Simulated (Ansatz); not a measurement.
`OB(O)[SiH3]` + H₂ → `OB[SiH3]` + H₂O  (hydrogenolysis of a B–O bond)

Calculated with Ansatz (gas phase, PBE0-D4/def2-TZVP geometries, no zero-point term in ΔE). CCSD(T)/CBS is the MP2 limit (def2-TZVPP, def2-QZVPP) plus CCSD(T) − MP2 in def2-TZVPP, frozen cores. This one scheme is used for every species. Functionals use def2-TZVPP. B3LYP here is the variant with VWN-RPA as its local correlation; programs differ in this. HSE06 is defined as in plane-wave codes. Each species was taken in one conformer, which may not be the lowest.

`OB(O)[SiH3]`:

Cartesian coordinates in Å:
```
O -0.753 1.483 -0.467
B -0.533 0.173 -0.161
O -1.491 -0.795 -0.212
Si 1.336 -0.393 0.404
H -1.651 1.706 -0.732
H -2.368 -0.508 -0.485
H 2.267 0.764 0.475
H 1.301 -1.050 1.741
H 1.892 -1.380 -0.565
```

H₂:

Cartesian coordinates in Å:
```
H -0.216 -0.014 0.304
H 0.216 0.014 -0.304
```

`OB[SiH3]`:

```xyz
8

O     1.225   -1.087   -0.824
B     0.517   -0.646    0.238
Si   -0.796    0.879   -0.005
H     1.821   -1.813   -0.616
H     0.680   -1.169    1.312
H    -0.427    2.006    0.901
H    -2.162    0.432    0.393
H    -0.858    1.398   -1.399
```

H₂O:

```xyz
3

O    -0.380    0.019    0.084
H     0.311   -0.408    0.595
H     0.069    0.389   -0.679
```

```
             level  ΔE (kJ/mol)  difference from CCSD(T)/CBS
       LDA (SPW92)        117.8                         14.2
            PBE-D4        108.7                          5.1
         revPBE-D4        109.6                          6.0
           BLYP-D4        112.4                          8.8
         r2SCAN-D4        114.2                         10.6
            B97M-V        110.8                          7.2
           PBE0-D4        105.6                          2.0
          B3LYP-D4        109.8                          6.2
        r2SCANh-D4        112.8                          9.2
        r2SCAN0-D4        110.8                          7.2
          HSE06-D4        105.6                          2.0
          BHLYP-D4        107.9                          4.3
      CAM-B3LYP-D4        110.4                          6.8
           ωB97M-V        108.9                          5.3
            B2PLYP        107.4                          3.8
          PBE-QIDH        106.0                          2.4
               PBE        105.7                          2.1
              BLYP        106.0                          2.4
            r2SCAN        113.4                          9.8
              PBE0        103.1                         -0.5
           r2SCANh        112.0                          8.4
           r2SCAN0        110.0                          6.4
             HSE06        103.3                         -0.3
             BHLYP        104.4                          0.8
         CAM-B3LYP        107.8                          4.2
           LC-ωPBE        102.7                         -0.9
RPA@PBE/def2-TZVPP        101.3                         -2.3
       HF/def2-SVP        106.8                          3.2
     CCSD/def2-SVP        115.3                         11.7
  CCSD(T)/def2-SVP        118.6                         15.0
     HF/def2-TZVPP         97.9                         -5.7
SCS-MP2/def2-TZVPP        106.0                          2.4
   CCSD/def2-TZVPP        102.5                         -1.1
CCSD(T)/def2-TZVPP        105.7                          2.1
     HF/def2-QZVPP         97.5                         -6.1
    MP2/def2-QZVPP        108.9                          5.3
SCS-MP2/def2-QZVPP        104.8                          1.2
      HF/CBS(def2)         97.4                         -6.2
     MP2/CBS(def2)        108.2                          4.6
    CCSD/CBS(def2)        100.4                         -3.2
       CCSD(T)/CBS        103.6                            0
```

Largest T1 diagnostic among the species: 0.014.

Leaving LDA and LC-ωPBE aside and taking each functional with its dispersion term where it has one, the values spread over 8.6 kJ/mol, from HSE06-D4 to r2SCAN-D4. LDA lies +12.1 kJ/mol from PBE without D4. The D4 term adds +4.7 kJ/mol with B3LYP and +2.5 kJ/mol with PBE0; it sums over pairs of atoms, weighted by their polarisabilities, and B3LYP, whose exchange is more repulsive, gets the larger term. In def2-TZVPP, CCSD(T) changes the Hartree–Fock value by +7.9 kJ/mol (the triples alone add +3.3 kJ/mol) and MP2 by +12.4 kJ/mol.
